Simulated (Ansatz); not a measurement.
`O[SiH](O)[SiH2]Cl` + `N[SiH3]` → `O[SiH](O)N[SiH3]` + `[SiH3]Cl`  (cleavage of the Si–Si bond)

Computed with Ansatz on PBE0-D4/def2-TZVP structures; ΔE is electronic, products minus reactants. CCSD(T)/CBS adds triple-zeta CCSD(T) − MP2 to the extrapolated MP2 energy (def2 sets, frozen cores). This one scheme is used for every species. Functionals use def2-TZVPP. B3LYP here is the variant with VWN-RPA as its local correlation; programs differ in this. Each species was taken in one conformer, which may not be the lowest.

`O[SiH](O)[SiH2]Cl`:

Z-matrix (Å, degrees):
```
Si
O 1 1.643
Si 1 2.348 2 104.3
O 1 1.642 2 114.0 3 117.9
H 1 1.484 2 110.8 3 -124.8
H 2 0.959 1 118.3 3 178.8
Cl 3 2.078 1 104.5 2 89.2
H 3 1.485 1 113.1 2 -154.8
H 3 1.483 1 115.0 2 -28.6
H 4 0.961 1 116.5 2 -75.5
```

`N[SiH3]`:

```xyz
7

N    -0.270    0.881   -0.538
Si    0.263   -0.538    0.275
H    -0.342    1.748   -0.031
H    -0.996    0.814   -1.232
H     1.503   -0.199    1.020
H    -0.697   -1.129    1.257
H     0.540   -1.576   -0.751
```

`O[SiH](O)N[SiH3]`:

Cartesian coordinates in Å:
```
O -0.390 -1.994 -1.494
Si -0.655 -1.003 -0.217
O 0.278 -1.320 1.096
N -0.234 0.615 -0.562
Si 0.597 1.731 0.473
H 0.489 -1.983 -1.877
H -2.084 -1.235 0.086
H 0.033 -2.056 1.656
H -0.541 0.989 -1.448
H -0.028 1.798 1.818
H 2.034 1.393 0.645
H 0.502 3.066 -0.176
```

`[SiH3]Cl`:

Cartesian coordinates in Å:
```
Si -0.016 0.127 -0.002
Cl 0.241 -1.910 0.026
H 1.010 0.719 -0.890
H 0.139 0.640 1.379
H -1.374 0.424 -0.513
```

```json
{"level": "PBE-D4", "ΔE (kJ/mol)": "-73.8", "difference from CCSD(T)/CBS": "24.5"}
{"level": "r2SCAN-D4", "ΔE (kJ/mol)": "-92.5", "difference from CCSD(T)/CBS": "5.8"}
{"level": "PBE0-D4", "ΔE (kJ/mol)": "-83.0", "difference from CCSD(T)/CBS": "15.3"}
{"level": "B3LYP-D4", "ΔE (kJ/mol)": "-92.2", "difference from CCSD(T)/CBS": "6.1"}
{"level": "ωB97X-V", "ΔE (kJ/mol)": "-93.5", "difference from CCSD(T)/CBS": "4.8"}
{"level": "ωB97M-V", "ΔE (kJ/mol)": "-100.3", "difference from CCSD(T)/CBS": "-2.0"}
{"level": "B2PLYP", "ΔE (kJ/mol)": "-98.3", "difference from CCSD(T)/CBS": "0.0"}
{"level": "PBE0", "ΔE (kJ/mol)": "-82.8", "difference from CCSD(T)/CBS": "15.5"}
{"level": "B3LYP", "ΔE (kJ/mol)": "-91.6", "difference from CCSD(T)/CBS": "6.7"}
{"level": "HF/def2-TZVPP", "ΔE (kJ/mol)": "-113.7", "difference from CCSD(T)/CBS": "-15.4"}
{"level": "MP2/def2-TZVPP", "ΔE (kJ/mol)": "-106.6", "difference from CCSD(T)/CBS": "-8.3"}
{"level": "CCSD/def2-TZVPP", "ΔE (kJ/mol)": "-103.0", "difference from CCSD(T)/CBS": "-4.7"}
{"level": "CCSD(T)/def2-TZVPP", "ΔE (kJ/mol)": "-101.0", "difference from CCSD(T)/CBS": "-2.7"}
{"level": "HF/def2-QZVPP", "ΔE (kJ/mol)": "-115.0", "difference from CCSD(T)/CBS": "-16.7"}
{"level": "MP2/def2-QZVPP", "ΔE (kJ/mol)": "-105.6", "difference from CCSD(T)/CBS": "-7.3"}
{"level": "SCS-MP2/def2-QZVPP", "ΔE (kJ/mol)": "-106.4", "difference from CCSD(T)/CBS": "-8.1"}
{"level": "CCSD(T)/CBS", "ΔE (kJ/mol)": "-98.3", "difference from CCSD(T)/CBS": "0"}
```

Largest T1 diagnostic among the species: 0.012.

From PBE to PBE0 (25 % exact exchange), in def2-TZVPP and without D4, ΔE moves by −9.5 kJ/mol. In def2-TZVPP, CCSD(T) changes the Hartree–Fock value by +12.7 kJ/mol (the triples alone add +2.1 kJ/mol) and MP2 by +7.0 kJ/mol.

CCSD(T)/CBS has its own doubt, a few kJ/mol and more with outer-core shells, so smaller differences from it don't rank the levels.
